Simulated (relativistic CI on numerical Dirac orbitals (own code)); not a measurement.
**Level scheme of Mo⁴¹⁺**

Calculated at this level of theory: Dirac equation for one electron, model QED (radiative potential, 1s self-energy scaled to tabulated hydrogen-like ionisation energies) (own radial code, finite nucleus).

CI space: 1s, 2s, 2p, 3s, 3p, 3d, 4s, 4p, 4d, 4f, 5s, 5p, 5d, 5f, 5g, 6s, 6p, 6d. Levels of other configurations are missing.

The lowest level is 1s ²S1/2, with 100 % of that term; Hund's rules for 1s give ²S with J = 1/2, in agreement.

| No. | Configuration | Term | J | E (eV) | % | Landé g | Lifetime (s) |
| --- | --- | --- | --- | --- | --- | --- | --- |
| 1 | 1s | ²S | 1/2 | 0.0 | 100 | 1.938 |  |
| 2 | 2p | ²P° | 1/2 | 18386.8 | 100 | 0.650 | 5.07e-16 |
| 3 | 2s | ²S | 1/2 | 18389.8 | 100 | 1.986 |  |
| 4 | 2p | ²P° | 3/2 | 18536.8 | 100 | 1.322 | 5.24e-16 |
| 5 | 3p | ²P° | 1/2 | 21839.9 | 100 | 0.659 | 1.70e-15 |
| 6 | 3s | ²S | 1/2 | 21840.8 | 100 | 1.995 | 4.23e-14 |
| 7 | 3d | ²D | 3/2 | 21884.3 | 100 | 0.794 | 4.73e-15 |
| 8 | 3p | ²P° | 3/2 | 21884.4 | 100 | 1.328 | 1.71e-15 |
| 9 | 3d | ²D | 5/2 | 21898.5 | 100 | 1.195 | 4.91e-15 |
| 10 | 4p | ²P° | 1/2 | 23042.3 | 100 | 0.662 | 4.01e-15 |
| 11 | 4s | ²S | 1/2 | 23042.7 | 100 | 1.998 | 6.14e-14 |
| 12 | 4d | ²D | 3/2 | 23061.0 | 100 | 0.796 | 1.10e-14 |
| 13 | 4p | ²P° | 3/2 | 23061.1 | 100 | 1.331 | 3.99e-15 |
| 14 | 4f | ²F° | 5/2 | 23067.0 | 100 | 0.854 | 2.29e-14 |
| 15 | 4d | ²D | 5/2 | 23067.0 | 100 | 1.197 | 1.14e-14 |
| 16 | 4f | ²F° | 7/2 | 23070.0 | 100 | 1.140 | 2.31e-14 |
| 17 | 5p | ²P° | 1/2 | 23596.2 | 100 | 0.663 | 7.81e-15 |
| 18 | 5s | ²S | 1/2 | 23596.4 | 100 | 2.000 | 9.65e-14 |
| 19 | 5d | ²D | 3/2 | 23605.8 | 100 | 0.798 | 2.10e-14 |
| 20 | 5p | ²P° | 3/2 | 23605.8 | 100 | 1.332 | 7.72e-15 |
| 21 | 5f | ²F° | 5/2 | 23608.9 | 100 | 0.855 | 4.41e-14 |
| 22 | 5d | ²D | 5/2 | 23608.9 | 100 | 1.199 | 2.19e-14 |
| 23 | 5g | ²G | 7/2 | 23610.4 | 100 | 0.887 | 7.48e-14 |
| 24 | 5f | ²F° | 7/2 | 23610.4 | 100 | 1.141 | 4.46e-14 |
| 25 | 5g | ²G | 9/2 | 23611.3 | 100 | 1.109 | 7.52e-14 |
| 26 | 6p | ²P° | 1/2 | 23896.0 | 100 | 0.664 | 1.34e-14 |
| 27 | 6s | ²S | 1/2 | 23896.2 | 100 | 2.001 | 1.47e-13 |
| 28 | 6d | ²D | 3/2 | 23901.6 | 100 | 0.798 | 3.59e-14 |
| 29 | 6p | ²P° | 3/2 | 23901.6 | 100 | 1.333 | 1.32e-14 |
| 30 | 6d | ²D | 5/2 | 23903.3 | 100 | 1.199 | 3.74e-14 |

Energies count from the lowest computed level; ° marks odd parity; lifetimes are radiative, by E1, M1, E2, M2 decay to levels of this space only; some are left blank where a channel outside the calculation adds to the decay or the decay crosses a small, uncertain gap.
